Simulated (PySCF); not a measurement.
SCF from a fresh guess for doublet IrSe₂, at the PBE0 minimum. PySCF input:

```python
from pyscf import gto, scf, dft
mol = gto.M(atom='''
Ir    -0.438620    -0.000000    -0.000000
Se     0.529540     1.943510     0.000000
Se     0.529540    -1.943510     0.000000''',
    basis={'Ir': 'def2-TZVP', 'Se': 'def2-TZVP'},
    ecp={'Ir': 'def2-TZVP'},
    charge=0, spin=1)
mf = dft.UKS(mol, xc='PBE0')
mf.grids.atom_grid = (50, 194)
aux = {'Ir': 'def2-universal-JKFIT', 'Se': 'def2-universal-JKFIT'}
mf = mf.density_fit(auxbasis=aux)
mf.conv_tol = 1e-08
mf.diis_space = 10
mf.max_cycle = 60
mf.init_guess = 'minao'
mf.verbose = 4
mf.kernel()
```

Excerpt of the output (cycles alone):

```
init E= -4888.04439848073
cycle= 1 E= -4906.28784846032  delta_E= -18.2  |g|=  1.1  |ddm|= 6.57
cycle= 2 E= -4895.65821493894  delta_E= 10.6  |g|= 3.36  |ddm|= 15.5
cycle= 3 E= -4906.70485498806  delta_E=  -11  |g|= 0.608  |ddm|= 15.5
cycle= 4 E= -4906.8828780909  delta_E= -0.178  |g|= 0.236  |ddm|= 0.533
cycle= 5 E= -4906.89753787701  delta_E= -0.0147  |g|= 0.109  |ddm|= 0.249
cycle= 6 E= -4906.90230006491  delta_E= -0.00476  |g|= 0.0266  |ddm|= 0.076
cycle= 7 E= -4906.90282450525  delta_E= -0.000524  |g|= 0.00547  |ddm|= 0.0347
cycle= 8 E= -4906.90293584129  delta_E= -0.000111  |g|= 0.0066  |ddm|= 0.0218
cycle= 9 E= -4906.90302286615  delta_E= -8.7e-05  |g|= 0.00686  |ddm|= 0.0229
cycle= 10 E= -4906.90310699089  delta_E= -8.41e-05  |g|= 0.00167  |ddm|= 0.0354
cycle= 11 E= -4906.90311333788  delta_E= -6.35e-06  |g|= 0.000326  |ddm|= 0.00933
cycle= 12 E= -4906.90311392816  delta_E= -5.9e-07  |g|= 0.00019  |ddm|= 0.00181
cycle= 13 E= -4906.9031142994  delta_E= -3.71e-07  |g|= 6.23e-05  |ddm|= 0.00258
cycle= 14 E= -4906.90311432797  delta_E= -2.86e-08  |g|= 3.66e-05  |ddm|= 0.000696
cycle= 15 E= -4906.9031143303  delta_E= -2.33e-09  |g|= 1.92e-05  |ddm|= 0.000129
Extra cycle  E= -4906.90311432716  delta_E= 3.14e-09  |g|= 7.03e-05  |ddm|= 9.04e-05
converged SCF energy = -4906.90311432716  <S^2> = 0.76664933  2S+1 = 2.0165806
```

This is not the lowest solution: all starts ended here, but a stability analysis within the same unrestricted form found one 4.3 kJ/mol lower, at -4906.90476 Eh.

Other spin states or occupations of the open shell can lie lower. No spin–orbit coupling is included, which matters more the heavier the element.

The search for the lowest solution, 3 starts and the stability check together, took 39 s on 4 threads of a shared Arm Neoverse V1 host, with 136 basis functions; the process peaked at 0.51 GiB. Launch command: `OMP_NUM_THREADS=4 python axn.py task.json out`.
